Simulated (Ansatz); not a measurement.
# Redistribution: C2H2BrF + CH3I → C2H2FI + CH3Br

Species: C2H2BrF `C=C(F)Br`, singlet; CH3I (methyl iodide) `CI`, singlet; C2H2FI `C=C(F)I`, singlet; CH3Br (bromomethane) `CBr`, singlet. The partners trade Br for I; both sit on C, so the bond types are kept.

Shapes, held fixed at every level: PBE0-D4/def2-TZVP. Programs: Ansatz 0.2.0. Electronic energies: no zero-point or thermal term.

Q: Estimate ΔE of this reaction.

A: The highest level, CCSD(T)/def2-TZVPP, gives ΔE = +6.3 kJ/mol; the levels span +5.7 to +8.8. The column of differences is taken from that level and isn't an error. No measured value is set beside it here. For atoms past krypton def2 sets carry core potentials with scalar relativity. Relativity is left out for Br unless named. Correlated rows may include outer-core shells of Br, I, which these sets cover unevenly.

```tsv
level	kind	ΔE (kJ/mol)	less CCSD(T)/def2-TZVPP
SPW92/def2-TZVPP	LDA	+8.8	+2.5
PBE-D4/def2-TZVPP	GGA	+6.6	+0.3
B3LYP-D4/def2-TZVPP	global hybrid	+5.7	-0.6
wB97M-V/def2-TZVPP	range-separated hybrid	+6.8	+0.5
wB97X-V/def2-TZVPP	range-separated hybrid	+6.5	+0.2
B2PLYP/def2-TZVPP	double hybrid	+6.3	0.0
CCSD(T)/def2-TZVPP	coupled cluster or CI	+6.3	0.0
```
